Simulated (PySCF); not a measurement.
```xyz
4
charge 0 multiplicity 1, angstrom
N     0.0000    0.0000    0.0000
K    -0.0046    0.0000    2.4221
K     2.0999    0.0000   -1.2070
K    -2.0952    0.0000   -1.2151
```

Level of theory: PySCF, PBE0, basis N def2-TZVP, K def2-TZVP (no relativity, density fitting).

This geometry of K3N is a stationary point at this level.

Q: What is the point group?

A: D3h.

Q: Is it a minimum?

A: Yes: all harmonic wavenumbers are real.

Q: List the harmonic modes with their infrared intensities.

A: 
| symmetry | ω (cm⁻¹) | IR (km/mol, summed over degenerate members) |
| --- | --- | --- |
| a2'' | 67 | 20.8 |
| e' | 76 | 1.0 |
| a1' | 198 | 0.0 |
| e' | 400 | 2.4 |

Q: Give the ideal-gas entropy at 298.15 K and 1 bar by parts.

A: translation 169.6, rotation 109.3, vibration 68.1, spin 0.0; total 347.0 J/(mol K).

In D3h the vibrations span a2'' + 2e' + a1'. The a1' mode carries no infrared intensity, as symmetry demands.

This need not be the most stable arrangement of these atoms. The small gap makes a closed-shell description doubtful.
